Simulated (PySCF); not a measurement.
## Computed properties of F3GeHS, SMILES [F][Ge]([F])([F])[SH]

Ge(F)3(SH) (F3GeHS), SMILES [F][Ge]([F])([F])[SH]. Coordinates come from a B3LYP-D3(BJ)/def2-SVP optimisation. The structure was generated by enumeration, and PubChem lists no compound with its InChIKey, so it may never have been made. Other conformers were not sampled. All values are computed for the isolated molecule unless a solvent is named; none is compared with measurement here.

**Structure.** All 12 harmonic modes at B3LYP-D3(BJ)/def2-SVP (PySCF) are real, so it is a minimum. With heavy atoms numbered as in [F:1][Ge:2]([F:3])([F:4])[SH:5], the shortest bond between them is Ge2–F4 at 1.718 Å and the longest Ge2–S5 at 2.189 Å.

**Vibrations.** The strongest infrared lines (harmonic, unscaled, degenerate partners summed) lie at 757 cm⁻¹ (81 km/mol, F 75 %, Ge 25 %), 721 cm⁻¹ (72 km/mol, F 85 %, Ge 13 %), 759 cm⁻¹ (66 km/mol, F 58 %, H 26 %, Ge 14 %). The softest mode is at 41 cm⁻¹ and the zero-point energy is 10.3 kcal/mol.

**Electronic structure.** B3LYP/def2-TZVP (PySCF) places the frontier levels at -8.63 and -2.02 eV, a gap of 6.61 eV, and gives a dipole moment of 2.66 D and a mean polarisability of 43.6 bohr³. PBE/def2-TZVP (PySCF) at the same geometry gives -7.54 and -2.70 eV, so its gap is 1.77 eV narrower. An orbital gap is neither the optical nor the fundamental gap.

**Excitations.** TDA-CAM-B3LYP/def2-SVPD (PySCF) has S1 at 5.53 eV (224 nm, f = 0.013, weak); the most intense of the 10 singlets computed lies at 8.76 eV (f = 0.19). T1 (TDA) is at 4.97 eV, 0.56 eV under S1. TDA-PBE/def2-SVPD (PySCF) puts S1 at 4.93 eV. No vertical singlet excitation falls in the visible range (under 3.1 eV).

**NMR.** GIAO shifts at PBE0/pcSseg-1 (PySCF) (non-relativistic, atoms alike by connectivity averaged): ¹H at 1.8 ppm against TMS; ¹⁹F at -126.6 ppm against CFCl3.
